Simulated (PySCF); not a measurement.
**Cu²⁰⁺: fine-structure interval**

Cu²⁰⁺ [He] 2s2 2p5 [2p1/2^2 2p3/2^3, M_J = 3/2] → Cu²⁰⁺ [He] 2s2 2p5 [2p1/2^1 2p3/2^4, M_J = 1/2], as a difference of total energies. Computed with PySCF 2.14 in an even-tempered Gaussian basis (18 s from 5.1 bohr⁻², ratio 2.4; 12 p from 6.6 bohr⁻², ratio 2.4; 5 d from 29 bohr⁻², ratio 2.6; 5 f from 43 bohr⁻², ratio 2.6), with the two-component X2C-1e Hamiltonian. Correlated levels: nothing frozen; the 36 highest virtual spinors dropped. "Screened" scales the spin-orbit matrix elements by Boettger's factors to mimic the two-electron term; Breit and QED terms are absent.

```tsv
method	fine-structure interval (cm⁻¹)
GHF (screened spin-orbit)	173310
GMP2 (screened spin-orbit)	174100
GHF (bare spin-orbit)	186390
```
